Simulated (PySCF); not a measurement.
**Calculated properties of `C[Si](C)(C)O`**

C3H10OSi.
Numbering: `[CH3:1][Si:2]([CH3:3])([CH3:4])[OH:5]` (hydrogens: H6, H7, H8 on C1; H9, H10, H11 on C3; H12, H13, H14 on C4; H15 on O5)

From GFN2-xTB geometry:

```
Point group of the GFN2-xTB geometry                  : Cs
Rotational constants A, B, C of the GFN2-xTB geometry : 3.359, 3.275, 3.018 GHz
```

wB97X-D/def2-SVPD ground state and vertical TDDFT (core frozen in the response) (PySCF):

```
Dipole moment                                                     : 1.28 D
HOMO energy                                                       : -9.87 eV
LUMO energy                                                       : 1.87 eV
HOMO–LUMO gap                                                     : 11.74 eV
Lowest singlet excitation                                         : 7.52 eV (165 nm, f = 0.048)
Strongest line among the 8 lowest singlet transitions             : S2 at 8.07 eV (154 nm, f = 0.065)
Lowest triplet excitation (Tamm–Dancoff)                          : 7.33 eV
Static isotropic polarisability                                   : 66.5 au
Electronic spatial extent ⟨r²⟩ about the centre of nuclear charge : 620 bohr²
```

Monoisotopic mass from the formula: 90.0501 u.

The polarisability is 9.86 Å³ as a volume (1 au = 0.148185 Å³), or 1.33 au for each of the 50 electrons. The rotational constants make it an asymmetric top with κ = (2B − A − C)/(A − C) = 0.5, nearer the oblate limit (+1). The principal polarisabilities are 61.9, 68.5 and 69.1 au; their mean is the isotropic value. With B = h/(8π²I), that is 505.379 GHz u Å² over I, the principal moments of inertia are 150.5, 154.3 and 167.5 u Å² (most abundant isotopes). The 8 singlets span 7.52 to 9.40 eV, and their oscillator strengths add up to 0.29.

Isolated species at its GFN2-xTB geometry, gas phase.

Conformer computed: `[CH3:1][Si:2]([CH3:3])([CH3:4])[OH:5]`: H–O5–Si2–C1 -60°.
